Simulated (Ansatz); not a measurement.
Bond stretch in Ti(F)3, SMILES [F][Ti]([F])[F] (F₃Ti), doublet. The Ti1–F4 bond (Ti1 also carries F, F; F4 carries nothing else) is stretched with both fragments frozen at the PBE0/def2-TZVP optimised geometry.

Methods: UKS-PBE = unrestricted PBE/def2-TZVP (Ansatz, a first-principles code); UKS-B3LYP = unrestricted B3LYP/def2-TZVP (Ansatz); UKS-PBE0 = unrestricted PBE0/def2-TZVP (Ansatz).

Energies relative to the lowest point of each curve near equilibrium, in mEh; the last columns give the difference from UKS-PBE0:

```json
[
 {"R / Å": "1.47", "UKS-PBE": "80.7", "UKS-B3LYP": "83.2", "UKS-PBE0": "78.2", "UKS-PBE − UKS-PBE0": "2.5", "UKS-B3LYP − UKS-PBE0": "5.0"},
 {"R / Å": "1.54", "UKS-PBE": "42.1", "UKS-B3LYP": "43.6", "UKS-PBE0": "40.1", "UKS-PBE − UKS-PBE0": "2.0", "UKS-B3LYP − UKS-PBE0": "3.5"},
 {"R / Å": "1.65", "UKS-PBE": "9.9", "UKS-B3LYP": "10.4", "UKS-PBE0": "8.8", "UKS-PBE − UKS-PBE0": "1.1", "UKS-B3LYP − UKS-PBE0": "1.6"},
 {"R / Å": "1.73", "UKS-PBE": "1.2", "UKS-B3LYP": "1.3", "UKS-PBE0": "0.8", "UKS-PBE − UKS-PBE0": "0.4", "UKS-B3LYP − UKS-PBE0": "0.5"},
 {"R / Å": "1.77", "UKS-PBE": "0.0", "UKS-B3LYP": "0.0", "UKS-PBE0": "0.0", "UKS-PBE − UKS-PBE0": "0.0", "UKS-B3LYP − UKS-PBE0": "0.0"},
 {"R / Å": "1.82", "UKS-PBE": "0.7", "UKS-B3LYP": "0.6", "UKS-PBE0": "1.2", "UKS-PBE − UKS-PBE0": "-0.5", "UKS-B3LYP − UKS-PBE0": "-0.5"},
 {"R / Å": "1.89", "UKS-PBE": "4.7", "UKS-B3LYP": "4.7", "UKS-PBE0": "5.9", "UKS-PBE − UKS-PBE0": "-1.2", "UKS-B3LYP − UKS-PBE0": "-1.2"},
 {"R / Å": "1.98", "UKS-PBE": "13.4", "UKS-B3LYP": "13.6", "UKS-PBE0": "15.5", "UKS-PBE − UKS-PBE0": "-2.1", "UKS-B3LYP − UKS-PBE0": "-1.9"},
 {"R / Å": "2.12", "UKS-PBE": "31.3", "UKS-B3LYP": "32.1", "UKS-PBE0": "34.8", "UKS-PBE − UKS-PBE0": "-3.5", "UKS-B3LYP − UKS-PBE0": "-2.7"},
 {"R / Å": "2.35", "UKS-PBE": "63.7", "UKS-B3LYP": "65.8", "UKS-PBE0": "69.5", "UKS-PBE − UKS-PBE0": "-5.8", "UKS-B3LYP − UKS-PBE0": "-3.6"},
 {"R / Å": "2.59", "UKS-PBE": "95.3", "UKS-B3LYP": "99.2", "UKS-PBE0": "103.4", "UKS-PBE − UKS-PBE0": "-8.1", "UKS-B3LYP − UKS-PBE0": "-4.2"},
 {"R / Å": "2.92", "UKS-PBE": "131.5", "UKS-B3LYP": "138.2", "UKS-PBE0": "143.1", "UKS-PBE − UKS-PBE0": "-11.5", "UKS-B3LYP − UKS-PBE0": "-4.8"},
 {"R / Å": "3.27", "UKS-PBE": "159.7", "UKS-B3LYP": "168.8", "UKS-PBE0": "173.6", "UKS-PBE − UKS-PBE0": "-13.8", "UKS-B3LYP − UKS-PBE0": "-4.8"},
 {"R / Å": "3.73", "UKS-PBE": "183.7", "UKS-B3LYP": "192.4", "UKS-PBE0": "197.0", "UKS-PBE − UKS-PBE0": "-13.3", "UKS-B3LYP − UKS-PBE0": "-4.6"},
 {"R / Å": "4.31", "UKS-PBE": "200.1", "UKS-B3LYP": "207.1", "UKS-PBE0": "211.1", "UKS-PBE − UKS-PBE0": "-11.0", "UKS-B3LYP − UKS-PBE0": "-4.0"},
 {"R / Å": "5.16", "UKS-PBE": "210.5", "UKS-B3LYP": "216.5", "UKS-PBE0": "219.7", "UKS-PBE − UKS-PBE0": "-9.2", "UKS-B3LYP − UKS-PBE0": "-3.3"}
]
```

UKS-PBE is furthest from UKS-PBE0 at 3.27 (-13.8 mEh, below); its mean absolute difference over the points is 5.4 mEh.

UKS-B3LYP is furthest from UKS-PBE0 at 1.47 (5.0 mEh, above); its mean absolute difference over the points is 2.9 mEh.

The unrestricted determinant behind UKS-PBE, UKS-B3LYP is spin-contaminated at 3.27 to 5.16 Å (<S²> up to 1.4, against 0.75 for a pure doublet). The unrestricted determinant behind UKS-PBE0 is spin-contaminated at 3.27 to 5.16 Å (<S²> up to 1.5, against 0.75 for a pure doublet).
